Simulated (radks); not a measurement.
Values are calculated unless marked as measured or tabulated.
Valence configurations of Ir I (all share [Xe]). Level of theory: Dirac Kohn-Sham, PBEsol, spin-unpolarised, spherical densities, finite nucleus; open shells are shared between the two j in proportion to 2j + 1; Fermi nuclear charge, rms radius 5.4032 fm (a radial shooting solver on a logarithmic mesh with Libxc functionals). Energies are relative to 4f14 5d7 6s2; eigenvalues in eV.

valence           E (eV)  e(4f5/2)  e(4f7/2)  e(5d3/2)  e(5d5/2)  e(6p1/2)
4f14 5d7 6s2       0.000   -63.817   -60.697    -7.937    -6.710         -
4f14 5d7 6s1 6p1   5.324   -65.671   -62.550    -9.694    -8.441    -2.634
4f14 5d7 6p2      10.978   -67.293   -64.172   -11.199    -9.921    -3.432
4f13.5 5d7.5 6s2  28.584   -69.050   -65.875    -8.495    -7.197         -
4f13 5d8 6s2      59.537   -74.388   -71.158    -9.056    -7.687         -
4f14 5d7.5 6s1.5  -0.287   -62.456   -59.336    -7.026    -5.839         -
4f14 5d8.5 6s0.5  -0.176   -59.999   -56.880    -5.368    -4.260         -
4f14 5d6 6s2 6p1   7.146   -68.611   -65.489   -11.607   -10.272    -3.025
4f13 5d7 6p3      80.691   -82.646   -79.415   -15.922   -14.402    -4.535
4f14 5d9           0.184   -58.916   -55.797    -4.636    -3.565         -

NIST lists [Xe] 4f14 5d7 6s2 as the ground configuration; this level of theory puts 4f14 5d7.5 6s1.5 lower, by 0.287 eV. The energies are those of spherical spin-averaged densities, not of single terms.
